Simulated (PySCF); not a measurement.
Species: sum formula H4B2O, charge 0, multiplicity 1. SMILES: BOB
Structure (B3LYP-D3(BJ)/def2-TZVP (Ansatz) minimum search):
```xyz
7

O      0.0000     0.0000     0.0000
B     -1.1648    -0.6508     0.0037
H     -1.6766    -0.9097    -1.0426
H     -1.6484    -0.9481     1.0533
B      1.1648     0.6508    -0.0037
H      1.1514     1.8438     0.0183
H      2.1736     0.0140    -0.0289
```

Dispersion corrections to the total energy (kcal/mol) from the dftd3 and dftd4 libraries through PySCF: D3(BJ) without and D4 with the three-body term, each with the damping fitted for the functional named.

```
functional  D3(BJ)     D4
----------  ------  -----
PBE          -1.76    [?]
HSE06        -1.10  -1.27
LC-wPBE      -1.60    [?]
PBE0         -1.49  -1.38
revPBE       -4.59  -5.89
BP86         -2.70  -2.16
BLYP           [?]  -3.79
```

**Question.** What belongs in the gaps?

**Answer.** 
- PBE, D4: -1.66
- LC-wPBE, D4: -1.84
- BLYP, D3(BJ): -3.72
